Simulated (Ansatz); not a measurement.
Abridged output of a molecular run in Ansatz:

```
Functional definition: HF
1618 factors; integrals over basis functions are off by at most 1.1e-3 eV
mean field evaluation 1: about -20478.7813 eV, gradient 2.9e1 eV
mean field evaluation 2: about -20478.9681 eV, gradient 3.0e1 eV
mean field evaluation 4: about -20481.4268 eV, gradient 3.2e0 eV
mean field evaluation 8: about -20481.4671 eV, gradient 1.8e-1 eV
mean field -20481.46723694 eV, -752.6800381204 hartree, gradient 1.6e-6 eV, S^2 0.000000; 0 other end points of the search recorded, 0 dependent functions left out
11 core orbitals not correlated: weight in the atoms' cores, before any rotation towards them, 1.000 or more for the frozen orbitals, at most 0.000 for the correlated occupied ones
reference -20481.46723694 eV, -752.6800381204 hartree; 18, 18 occupied and 223, 223 virtual orbitals, 1618 factors
second order -24.09189642 eV of doubles, -0.00000000 eV of singles
cycle   1  -24.57124541 eV  change   -4.8e-1 eV  update   1.0e-1
cycle   2  -25.18973714 eV  change   -6.2e-1 eV  update   2.9e-2
cycle   3  -25.27673108 eV  change   -8.7e-2 eV  update   1.3e-2
cycle   4  -25.26810560 eV  change    8.6e-3 eV  update   3.2e-3
cycle   5  -25.26742056 eV  change    6.9e-4 eV  update   1.2e-3
cycle   6  -25.26753058 eV  change   -1.1e-4 eV  update   3.7e-4
cycle   7  -25.26741620 eV  change    1.1e-4 eV  update   1.4e-4
cycle   8  -25.26741991 eV  change   -3.7e-6 eV  update   4.9e-5
cycle   9  -25.26743803 eV  change   -1.8e-5 eV  update   1.9e-5
perturbative correction -0.92657624 eV, -0.0340510487 hartree
Total energy: -20507.66125121 eV, -753.6426503898 hartree
```

Its atoms:

```xyz
11

C     1.094   -1.143    0.815
Sn    0.596    0.438   -0.527
C    -1.551    0.688   -0.493
Cl   -2.118    0.890    1.188
H     0.635   -0.944    1.784
H     2.175   -1.212    0.937
H     0.718   -2.091    0.431
H     1.068    0.072   -2.135
H     1.301    1.918   -0.045
H    -2.056   -0.185   -0.904
H    -1.862    1.569   -1.051
```

Q: Which basis set was used?
A. cc-pV(Q+d)Z
B. def2-SVPD
C. def2-TZVPP
D. def2-SVP

A: C. It gives 252 functions.

Q: Write the keys of the input that set method, charge and spin (a neutral closed shell needs none for the last two).

A: 
```yaml
correlation: {method: ccsd_t}
```
